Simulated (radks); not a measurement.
Question: Radial electron density D(r) = 4 pi r^2 rho(r) of an atom or ion with 63 electrons. Calculated with a radial shooting solver on a logarithmic mesh with Libxc functionals: non-relativistic Kohn-Sham, exchange-only PBE, spin-polarised, spherical densities, point nucleus.

```
   r/bohr * D(r) (the largest magnitude, 108, reaches the edge; | marks zero)
 0.002381 |    *
 0.003279 |       *
  0.00448 |            *
  0.00612 |                   *
 0.008428 |                           *
  0.01151 |                                   *
  0.01573 |                                       *
  0.02149 |                                       *
  0.02959 |                                    *
  0.04043 |                                      *
  0.05523 |                                                *
  0.07546 |                                                      *
   0.1039 |                                              *
    0.142 |                                          *
   0.1939 |                                                *
   0.2649 |                                    *
   0.3649 |                    *
   0.4985 |                       *
    0.681 |                   *
   0.9378 |        *
    1.281 |    *
     1.75 |  *
    2.391 |*
    3.293 *
    4.499 *
    6.146 *
    8.396 *
    11.56 *
     15.8 *
```

What is the nuclear charge?

Answer: Z = 63. The innermost maximum, from 1s, lies near 1/Z = 0.0159 bohr (found: 0.0177), and its height grows with Z. The density is that of neutral europium in [Xe] 4f7 6s2; the configuration itself is not fixed sharply by these data, and Z only to a few units. D(r) has 4 maxima, at r = 0.0177, 0.0743, 0.197, 0.540 bohr, and minima at 0.0321, 0.133, 0.389 bohr, inside which lie 1.97, 11.43, 29.41 electrons.
